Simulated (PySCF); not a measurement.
PySCF 2.14 output of an unrestricted PBE0 calculation on a single atom or ion in x2c-TZVPPall, with the spin-free X2C one-electron Hamiltonian (Gaussian nucleus):

```
SCF conv_tol = 1e-09
number electrons alpha = 40  beta = 39
    C. Adamo and V. Barone.,  J. Chem. Phys. 110, 6158 (1999)
    M. Ernzerhof and G. E. Scuseria.,  J. Chem. Phys. 110, 5029 (1999)
cycle= 1 E= -20247.9431770021  delta_E= -0.0175  |g|= 0.0802  |ddm|= 0.282
cycle= 2 E= -20247.9433907229  delta_E= -0.000214  |g|= 0.0555  |ddm|= 0.0771
cycle= 3 E= -20247.9437319747  delta_E= -0.000341  |g|= 0.00683  |ddm|= 0.0313
cycle= 4 E= -20247.9437420014  delta_E= -1e-05  |g|= 0.000635  |ddm|= 0.00628
cycle= 5 E= -20247.9437427666  delta_E= -7.65e-07  |g|= 0.000131  |ddm|= 0.00289
cycle= 6 E= -20247.9437427941  delta_E= -2.75e-08  |g|= 1.38e-05  |ddm|= 0.000625
cycle= 7 E= -20247.9437427943  delta_E= -1.46e-10  |g|= 7.54e-07  |ddm|= 4.13e-05
converged SCF energy = -20247.9437427943  <S^2> = 0.75287701  2S+1 = 2.0028749
```

The run itself started from symmetry-adapted Hartree-Fock orbitals and held the occupation by maximum overlap, on a logarithmic radial grid, so the iterations belong to that start.

Which element, charge and spin multiplicity is this?

Tl²⁺ (thallium, charge +2), multiplicity 2; the state was [Xe] 4f14 5d10 6p1, 2P determinant (an excited configuration).

Spin-orbit coupling, absent here, splits the open shell strongly.
